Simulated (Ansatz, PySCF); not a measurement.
Process, species as SMILES: [GeH3] (GeH3) → [GeH3-] (an electron is taken up)
Structures are relaxed separately at B3LYP-D3(BJ)/def2-TZVP in Ansatz (an electronic-structure program).
Geometry of the first species:
```xyz
4

Ge    -0.0167    -0.0237    -0.0294
H      0.5517    -0.9452     1.0702
H     -1.1244     0.8871     0.5402
H      1.1063     0.8180    -0.6708
```
Charge 0, spin multiplicity 2.

Property: adiabatic electron affinity (electronic energy difference), positive where the reaction releases energy, in eV. Valence correlation only, unless marked. UHF or UKS for open shells. Spin-orbit coupling is left out. The frozen core is the preceding noble-gas configuration, with the filled d and f shells of earlier blocks. No relativistic terms. Anions need diffuse functions: aug- sets have them; def2-D sets add few; the other sets have none. CBS marks a two-point X^-3 extrapolation of the correlation energy; Hartree-Fock from the larger set.

CCSD(T)/CBS(aug-cc-pVTZ,aug-cc-pVQZ) (Ansatz) gives 1.51 eV.

Task: Another calculation gave 1.66 eV. Which level was it?
A. HF/def2-TZVPD (PySCF)
B. BLYP/def2-TZVPD (Ansatz)
C. BHLYP/def2-TZVPD (Ansatz)
D. BP86/def2-TZVPD (PySCF)

Result: D, BP86/def2-TZVPD (PySCF). The others give 1.50 (BLYP), 1.31 (BHLYP), 0.33 (HF) eV.
